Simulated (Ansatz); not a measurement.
Relaxation of F2H4OSi (8 atoms, charge 0, multiplicity 1), to a largest force component of 0.03 eV/Å in at most 50 steps.

Level of theory: Ansatz, RKS B3LYP/def2-SVP.

```xyz
8
Properties=species:S:1:pos:R:3
Si -0.434 -0.216 -0.324
H 0.056 0.803 2.093
H 0.833 -0.750 0.178
F -0.315 1.378 -0.522
F -0.726 -0.822 -1.794
O -1.723 -0.607 0.649
H -2.537 -0.834 0.181
H -0.538 0.420 2.216
```

Task: Where does it end, and by what steps?

Result: It converged. The force dipped under the threshold on the way, but the program's further checks kept it going. After 23 steps the energy has fallen by 0.214 eV; H2 moved furthest, 1.68 Å.

```json
{"step": "0", "energy less start (eV)": "0.0000", "largest force component (eV/Å)": "1.465", "accepted": "yes"}
{"step": "1", "energy less start (eV)": "-0.1078", "largest force component (eV/Å)": "0.338", "accepted": "yes"}
{"step": "2", "energy less start (eV)": "-0.1461", "largest force component (eV/Å)": "0.211", "accepted": "yes"}
{"step": "3", "energy less start (eV)": "-0.1573", "largest force component (eV/Å)": "0.891", "accepted": "yes"}
{"step": "4", "energy less start (eV)": "0.0180", "largest force component (eV/Å)": "2.534", "accepted": "no"}
{"step": "5", "energy less start (eV)": "-0.1656", "largest force component (eV/Å)": "0.812", "accepted": "yes"}
{"step": "6", "energy less start (eV)": "-0.1803", "largest force component (eV/Å)": "0.210", "accepted": "yes"}
{"step": "7", "energy less start (eV)": "-0.1857", "largest force component (eV/Å)": "0.278", "accepted": "yes"}
{"step": "8", "energy less start (eV)": "-0.1891", "largest force component (eV/Å)": "0.168", "accepted": "yes"}
{"step": "9", "energy less start (eV)": "-0.1806", "largest force component (eV/Å)": "0.926", "accepted": "no"}
{"step": "10", "energy less start (eV)": "-0.1940", "largest force component (eV/Å)": "0.047", "accepted": "yes"}
{"step": "11", "energy less start (eV)": "-0.1941", "largest force component (eV/Å)": "0.271", "accepted": "yes"}
{"step": "12", "energy less start (eV)": "-0.1994", "largest force component (eV/Å)": "0.103", "accepted": "yes"}
{"step": "13", "energy less start (eV)": "-0.2030", "largest force component (eV/Å)": "0.181", "accepted": "yes"}
{"step": "14", "energy less start (eV)": "-0.2052", "largest force component (eV/Å)": "0.212", "accepted": "yes"}
{"step": "15", "energy less start (eV)": "-0.2081", "largest force component (eV/Å)": "0.169", "accepted": "yes"}
{"step": "16", "energy less start (eV)": "-0.2105", "largest force component (eV/Å)": "0.109", "accepted": "yes"}
{"step": "17", "energy less start (eV)": "-0.2105", "largest force component (eV/Å)": "0.294", "accepted": "yes"}
{"step": "18", "energy less start (eV)": "-0.2127", "largest force component (eV/Å)": "0.073", "accepted": "yes"}
{"step": "19", "energy less start (eV)": "-0.2133", "largest force component (eV/Å)": "0.027", "accepted": "yes"}
{"step": "20", "energy less start (eV)": "-0.2137", "largest force component (eV/Å)": "0.042", "accepted": "yes"}
{"step": "21", "energy less start (eV)": "-0.2138", "largest force component (eV/Å)": "0.049", "accepted": "yes"}
{"step": "22", "energy less start (eV)": "-0.2139", "largest force component (eV/Å)": "0.031", "accepted": "yes"}
{"step": "23", "energy less start (eV)": "-0.2140", "largest force component (eV/Å)": "0.014", "accepted": "yes"}
```

```xyz
8
Properties=species:S:1:pos:R:3
Si -0.374 -0.339 -0.884
H -0.584 0.716 3.644
H 1.029 -0.690 -0.653
F -0.491 1.107 -1.591
F -1.057 -1.373 -1.917
O -1.164 -0.350 0.553
H -2.105 -0.141 0.589
H -0.638 0.441 2.936
```

Whether the end is a true minimum wasn't checked by a vibrational analysis.

The run took 63 s on 1 thread of Arm Neoverse V1 (shared host), peak memory 0.15 GiB.
